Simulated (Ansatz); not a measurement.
The same path of ClF2H4NOZr (10 atoms, charge 0, multiplicity 1) was run twice with different band settings. Lost on the way: O8–H10. Made: N2–H10.

These are results of RKS PBE/def2-SVP (Ansatz), not measurements.

Relaxed end points:

```xyz
10
Properties=species:S:1:pos:R:3
Zr 0.022 0.147 0.239
N -0.154 -0.126 2.275
H -0.627 0.493 2.944
H -0.138 -1.070 2.683
F 1.840 0.226 -0.438
Cl -1.617 1.508 -0.825
F -0.361 -1.655 -0.285
O 0.936 2.153 1.236
H 1.785 2.322 0.780
H 1.187 1.699 2.072
```

```xyz
10
Properties=species:S:1:pos:R:3
Zr 0.415 0.448 0.063
N -0.327 0.260 2.408
H -1.307 0.542 2.544
H -0.229 -0.695 2.782
F 1.091 0.589 -1.733
Cl -1.823 1.284 -0.255
F 0.692 -1.442 0.355
O 1.690 1.648 0.936
H 2.420 2.186 0.586
H 0.253 0.877 2.995
```

Common settings: movable images 7; climbing image yes; spring 5.0 eV/Å²; optimiser quadratic models (default); start path through a guess of the saddle point; iteration limit 60; end points relaxed.

| run | force threshold |
| --- | --- |
| 1 | 0.03 eV/Å |
| 2 | 0.5 eV/Å |

(1) What does each run give, and how far can it be trusted?

Answers

(1) Run 1: converged after 23 iterations, highest image 0.087 eV above the first end. Beside the main top the profile has a ripple of under 15 meV (maxima at images 3, 7), which may be a very shallow well or noise. A vibrational analysis at the climbing image gives one clearly imaginary mode, 400i cm⁻¹: a first-order saddle point.
Run 2: converged after 8 iterations, highest image 0.129 eV above the first end. The threshold of 0.5 eV/Å is loose, so the images may lie well off the minimum-energy path. The order of the point at the top wasn't checked. Another band between the same ends, with other settings, climbed to 0.087 eV only, so this figure is probably too high.
The orbitals stay closed-shell, which can raise the energy where a bond breaks towards radicals; this wasn't checked here.
